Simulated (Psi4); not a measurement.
HBFO, charge +1, singlet, at a GFN2-xTB geometry. Base run: HF/def2-SV(P) (Psi4).

Input for Psi4:
```
memory 2 GB

molecule {
1 1
O    -0.00000000   -0.00000000   -1.17560346
B     0.00000000    0.00000000    0.02998249
F     0.00000000    0.00000000    1.26671985
H    -0.00000000   -0.00000000   -2.14556344
}

set {
  basis def2-sv(p)
  stability_analysis check
  scf_type pk
}

energy('scf')
print_variables()
```

The bond that is stretched is that between atoms 4 and 1. A test that says stable can miss a lower solution.

Variants of this job, named by their change:

| change | ΔE vs base (eV) | <S^2> |
|---|---|---|
| base | 0.00 | 0.000 |
| stability_analysis = follow; reference = uhf | 0.00 | 0.000 |
| bond × 1.25 | 0.98 | 0.000 |
| stability_analysis = follow; reference = uhf; bond × 1.25 | 0.98 | 0.000 |
| bond × 1.5 | 2.43 | 0.000 |
| stability_analysis = follow; reference = uhf; bond × 1.5 | 2.43 | 0.000 |
| bond × 1.8 | 3.92 | 0.000 |
| stability_analysis = follow; reference = uhf; bond × 1.8 | 3.92 | 0.000 |
| bond × 2.2 | 5.23 | 0.000 |
| stability_analysis = follow; reference = uhf; bond × 2.2 | 5.23 | 0.000 |
| bond × 3.0 | 6.37 | 0.000 |
| stability_analysis = follow; reference = uhf; bond × 3.0 | 6.37 | 0.000 |

Where a bond breaks into two radicals, a solution with restricted orbitals usually stops being the lowest and lies too high; an unrestricted one lies lower at the price of spin contamination, which <S^2> shows.
